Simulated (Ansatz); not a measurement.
GaH$_{9}$O$_{3}$Si$_{3}$, SMILES `[SiH3][O][Ga]([O][SiH3])[O][SiH3]`. The species carries charge 0 and has multiplicity 1.

Cartesian coordinates in Å:
```
Si -3.053 -0.522 -0.657
O -1.464 -0.864 -0.444
Ga 0.001 0.001 -0.002
O -0.066 1.724 0.343
Si 0.978 2.909 0.780
O 1.532 -0.856 0.095
Si 2.074 -2.387 -0.122
H -3.748 -1.782 -1.022
H -3.649 0.024 0.592
H -3.238 0.475 -1.746
H 1.617 2.596 2.087
H 0.211 4.174 0.899
H 2.047 3.076 -0.242
H 1.812 -2.849 -1.512
H 3.537 -2.395 0.129
H 1.408 -3.324 0.822
```

Problem. List the harmonic frequencies (cm⁻¹, unscaled) at PBE0-D4/def2-TZVP in Ansatz. (Estimate.)

Solution. Computed: 33, 33, 34, 38, 40, 40, 72, 73, 100, 202, 202, 202, 462, 556, 556, 725, 725, 728, 729, 735, 735, 954, 954, 955, 956, 956, 956, 970, 970, 995, 1027, 1027, 1059, 2214, 2215, 2216, 2216, 2216, 2217, 2236, 2236, 2237.

Problem. Is this a minimum?

Solution. Yes, all 42 modes are real.

Problem. Give the ideal-gas thermochemistry at 298.15 K and 1 bar (rigid rotor, harmonic oscillator; point group C3h, symmetry number 3).

Solution. Zero-point energy 232.1 kJ/mol; H(298) − E = 270.6 kJ/mol; entropy 528.7 J/(mol·K), of which translation 175.6, rotation 121.3, vibration 231.8; G(298) − E = 112.9 kJ/mol. Modes under 100 cm⁻¹ are hindered rotations or soft bends, so the harmonic entropy is rough.

Problem. Rotational constants (cm⁻¹)?

Solution. 0.0296, 0.02957, 0.01502.
